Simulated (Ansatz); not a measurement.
`C[Si](C)([SiH3])Cl` + `[OH][K]` → `C[Si](O)([SiH3])Cl` + `[CH3][K]`  (redistribution)

Computed with Ansatz on PBE0-D4/def2-TZVP structures; ΔE is electronic, products minus reactants. CBS: MP2 limit from def2 TZ/QZ plus the TZ coupled-cluster correction, frozen cores. Functionals use def2-TZVPP. B3LYP here is the variant with VWN-RPA as its local correlation; programs differ in this. For K outer-core shells are correlated without core-valence functions, which leaves a few kJ/mol of doubt a bond. Scalar relativity is left out up to krypton. One conformer a species, not always the lowest.

`C[Si](C)([SiH3])Cl`:

Z-matrix (Å, degrees):
```
C
Si 1 1.865
H 1 1.094 2 110.3
H 1 1.092 2 111.1 3 -120.1
H 1 1.093 2 110.4 3 119.7
C 2 1.865 1 111.4 3 -62.6
Si 2 2.343 1 111.9 3 63.6
Cl 2 2.080 1 107.6 3 179.6
H 6 1.092 2 111.1 1 -177.3
H 6 1.093 2 110.4 1 -57.2
H 6 1.094 2 110.3 1 62.5
H 7 1.491 2 110.5 1 -63.8
H 7 1.488 2 110.3 1 176.3
H 7 1.488 2 110.3 1 56.0
```

`[OH][K]`:

Cartesian coordinates in Å:
```
O -0.322 0.266 -0.022
K 1.378 -1.141 0.093
H -1.056 0.875 -0.071
```

`C[Si](O)([SiH3])Cl`:

```xyz
12

C    -0.671    1.373   -0.838
Si   -0.457   -0.045    0.344
O    -0.317    0.457    1.902
Si    1.402   -1.399   -0.078
Cl   -2.156   -1.225    0.159
H    -0.755    1.008   -1.864
H    -1.579    1.937   -0.604
H     0.184    2.051   -0.778
H    -1.057    0.921    2.299
H     2.660   -0.615    0.055
H     1.314   -1.921   -1.469
H     1.431   -2.541    0.872
```

`[CH3][K]`:

Cartesian coordinates in Å:
```
C -0.086 0.109 -0.256
K 0.704 -0.894 2.095
H 0.675 0.770 -0.692
H -1.008 0.698 -0.157
H -0.286 -0.683 -0.989
```

```tsv
level	ΔE (kJ/mol)	difference from CCSD(T)/CBS
PBE-D4	57.8	-12.1
r2SCAN-D4	66.2	-3.7
PBE0-D4	62.2	-7.7
B3LYP-D4	56.8	-13.1
ωB97X-V	68.0	-1.9
ωB97M-V	59.1	-10.8
B2PLYP	57.0	-12.9
PBE	55.8	-14.1
r2SCAN	65.4	-4.5
PBE0	60.3	-9.6
B3LYP	53.8	-16.1
HF/def2-TZVPP	50.9	-19.0
MP2/def2-TZVPP	62.8	-7.1
SCS-MP2/def2-TZVPP	61.4	-8.5
CCSD/def2-TZVPP	56.0	-13.9
CCSD(T)/def2-TZVPP	55.0	-14.9
HF/def2-QZVPP	54.2	-15.7
MP2/def2-QZVPP	72.5	2.6
SCS-MP2/def2-QZVPP	70.5	0.6
HF/CBS(def2)	54.6	-15.3
MP2/CBS(def2)	77.7	7.8
CCSD/CBS(def2)	70.9	1.0
CCSD(T)/CBS	69.9	0
```

Largest T1 diagnostic among the species: 0.017.

In def2-TZVPP, CCSD(T) changes the Hartree–Fock value by +4.1 kJ/mol (the triples alone add −1.0 kJ/mol) and MP2 by +11.9 kJ/mol. From PBE to PBE0 (25 % exact exchange), in def2-TZVPP and without D4, ΔE moves by +4.5 kJ/mol.
